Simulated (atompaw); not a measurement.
## Before and after: PAW (atompaw) potential for molybdenum

Mo (Z = 42), PAW, made with atompaw 4.2.0.5 (PBE, scalar-relativistic). Core [Ar] 3d10, reference 4s2 4p6 4d5 5s0.75 5p0.25. Waves: 4s (bound): rc 1.30 bohr; 5s (bound): rc 2.70 bohr; 4p (bound): rc 2.20 bohr; 5p (bound): rc 2.70 bohr; 4d (bound): rc 2.05 bohr; 4d channel at 1.5 Ry: rc 2.70 bohr. Local part: ultrasoft scheme with l = 3 at 0.5 Ry, radius 2.50 bohr. Core correction: smooth core density matched at 1.75 bohr. Augmentation charge: besselshape compensation charge, radius 2.65 bohr; PAW radius 2.70 bohr; waves and projectors: custom rrkj vanderbiltortho.

Change: local potential ultrasoft scheme with l = 3 at 0.5 Ry, radius 1.16 bohr.

Cutoffs: the cutoffs (Ry, on a coarse ladder) from which the occupation-weighted sum of valence levels, in a spherical-Bessel basis at the reference potential, stays within 10 and 1 mRy of its value at 400 Ry; they do not see the model core or the augmentation charge, which bear on the density cutoff.

What does the change do?

The potential gets neither clearly harder nor softer (25 Ry and 45 Ry → 25 Ry and 45 Ry); a bound ghost appears in s, which as a rule spoils a file; the range in which the s phases agree widens (upper end 1.9 → at the end of the scan); the range in which the p phases agree narrows (upper end 4.8 → 0.5). A state that the projectors do not describe sees the local part alone, so a deeper or shallower local part can create or remove a ghost.

| quantity | base | changed |
| --- | --- | --- |
| cutoff, loose | 25 Ry | 25 Ry |
| cutoff, tight | 45 Ry | 45 Ry |
| bound ghosts | none | s |
| s: phases at 2.71 bohr within 0.05 rad from the reference energy up to (Ry; the scan ends near 5) | 1.9 | to the end of the scan |
| p: phases at 2.71 bohr within 0.05 rad from the reference energy up to (Ry; the scan ends near 5) | 4.8 | 0.5 |
| d: phases at 2.71 bohr within 0.05 rad from the reference energy up to (Ry; the scan ends near 5) | to the end of the scan | 2.0 |
| lowest overlap eigenvalue by channel | s 0.38, p 0.62, d 0.61 | s 0.32, p 0.56, d 0.59 |

 A true bound ghost makes a file unfit for plane-wave use even where its test errors are small: the radial tests pick states by their node count and pass the ghost by. The cutoffs see the waves, projectors and local potential, not the compensation charge or the core.
